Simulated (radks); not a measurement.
Values are calculated unless marked as measured or tabulated.
Ce+, configuration [Xe] 4f1 5d2. Code: a radial shooting solver on a logarithmic mesh with Libxc functionals. Model: scalar-relativistic Kohn-Sham, PBE, spin-polarised, spherical densities, finite nucleus; open shells are filled with parallel spins first (spin-orbit coupling, left out, can overturn this in heavy ions); Fermi nuclear charge, rms radius 4.8771 fm.

Unscreened Slater integrals over Kohn-Sham orbitals (eV). They are taken over the spin-up orbitals.

F0(5d,5d): 8.7957
F2(5d,5d): 4.4947
F4(5d,5d): 2.9366
F0(5d,4f): 11.229
F2(5d,4f): 3.0507
F4(5d,4f): 1.5601
G1(5d,4f): 1.8186
G3(5d,4f): 1.3457
G5(5d,4f): 0.99631
F0(5d,5p): 10.460
F2(5d,5p): 4.8240
G1(5d,5p): 5.4717
G3(5d,5p): 3.3617
F0(5d,5s): 10.821
G2(5d,5s): 3.3308
F0(4f,4f): 22.904
F2(4f,4f): 10.531
F4(4f,4f): 6.5396
F6(4f,4f): 4.6859
F0(4f,5p): 16.072
F2(4f,5p): 6.0501
G2(4f,5p): 3.6374
G4(4f,5p): 2.7147
F0(4f,5s): 17.933
G3(4f,5s): 4.0002
F0(5p,5p): 13.812
F2(5p,5p): 7.4376
F0(5p,5s): 14.777
G1(5p,5s): 9.8733
F0(5s,5s): 16.039

Derived for the open shells (J is the average intra-shell exchange parameter used in DFT+U). 4f: F4/F2 = 0.621, F6/F2 = 0.445, J = (286 F2 + 195 F4 + 250 F6)/6435 = 0.8483 eV. 5d: Racah B = F2/49 - 5 F4/441 = 0.05843 eV, C = 35 F4/441 = 0.2331 eV, C/B = 3.99, F4/F2 = 0.653, J = (F2 + F4)/14 = 0.5308 eV.
